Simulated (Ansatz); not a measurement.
Program: Ansatz. Geometries: PBE0-D4/def2-TZVP. ΔE: electronic, gas phase. CCSD(T)/CBS is the MP2 limit (def2-TZVPP, def2-QZVPP) plus CCSD(T) − MP2 in def2-TZVPP, frozen cores. This one scheme is used for every species. DFT in def2-TZVPP. B3LYP here is the variant with VWN-RPA as its local correlation; programs differ in this. Each species was taken in one conformer, which may not be the lowest.

Reaction (cleavage of the Si–B bond): `OB[SiH2][AlH2]` + HCl → `[AlH2][SiH2]Cl` + `BO`

Problem. Is it downhill or uphill in electronic energy at CCSD(T)/CBS, and by how much? (Best estimate.)

Solution. The calculation gave: Downhill: ΔE = -102.7 kJ/mol.

Problem. What do these levels give: LDA (SPW92), PBE-D4, CAM-B3LYP-D4, ωB97X-V, PBE, B3LYP, LC-ωPBE, RPA@PBE/def2-TZVPP, CCSD(T)/def2-SVP, HF/def2-TZVPP, MP2/def2-QZVPP, MP2/CBS(def2)? (Best estimate.)

Solution. Computed: LDA (SPW92) -80.3, PBE-D4 -86.9, CAM-B3LYP-D4 -105.2, ωB97X-V -103.0, PBE -87.8, B3LYP -104.2, LC-ωPBE -98.7, RPA@PBE/def2-TZVPP -97.1, CCSD(T)/def2-SVP -89.1, HF/def2-TZVPP -125.0, MP2/def2-QZVPP -111.1, MP2/CBS(def2) -113.0 kJ/mol.

Largest T1 diagnostic among the species: 0.015.

From BLYP to BHLYP (50 % exact exchange), in def2-TZVPP and without D4, ΔE moves by −12.7 kJ/mol. At CCSD(T), def2-SVP lies +13.6 kJ/mol from the extrapolated value and def2-TZVPP +5.2 kJ/mol.
